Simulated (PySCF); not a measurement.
Compound: C₆H₅N₃.
SMILES with atom numbers: `[CH2:1]=[C:2]=[CH:3][c:4]1[n:5][cH:6][n:7][cH:8][n:9]1` (hydrogens: H10, H11 on C1; H12 on C3; H13 on C6; H14 on C8)

The calculation used PySCF 2.14.0, PBE0-D3(BJ)/def2-SVP geometry optimisation, gas phase.

Question: List the bond lengths, angles and torsions at this level.

Answer: 
```
          bond  length (Å)     order
         C1=C2       1.302    double
         C2=C3       1.317    double
         C3–C4       1.464    single
  C4–N5, C4–N9       1.339  aromatic
  N5–C6, C8–N9       1.325  aromatic
  C6–N7, N7–C8       1.331  aromatic
C1–H10, C1–H11       1.095    single
        C3–H12       1.094    single
C6–H13, C8–H14       1.097    single
```

Bonds in one row agree within 0.01 Å and their mean is given. Orders are formal, as drawn. A selection of angles:
```
   angle  degrees
C1–C2–C3    179.4
C2–C3–C4    123.7
C3–C4–N5    119.3
C3–C4–N9    116.7
N5–C4–N9    124.0
C4–N5–C6    115.1
N5–C6–N7    125.9
C6–N7–C8    114.0
```

Torsions: C2–C3–C4–N5 0° (synperiplanar).

The 3 C–C bonds span 1.302 Å (C1=C2, drawn double) to 1.464 Å (C3–C4, drawn single), a spread of 0.162 Å. The 9 heavy atoms lie in one plane (0.001 Å rms). The 6-membered ring C4–N5–C6–N7–C8–N9 has internal angles of 114.0° to 125.9° (sum 720°, against 720° for a flat polygon); it is planar, 0.00 Å rms from its mean plane, widest ring torsion 0°. N7 (pyridine-type nitrogen) is bent (angle 114.0°).

Point group: Cs (every atom within 0.08 Å of its image). Stationary, but not proved a minimum. The numbers are those of one conformer.

The run took 30 s of wall time on one thread, Arm Neoverse V1 (aarch64), shared host, and the process peaked at 0.73 GiB of memory. These figures are those of the optimisation.
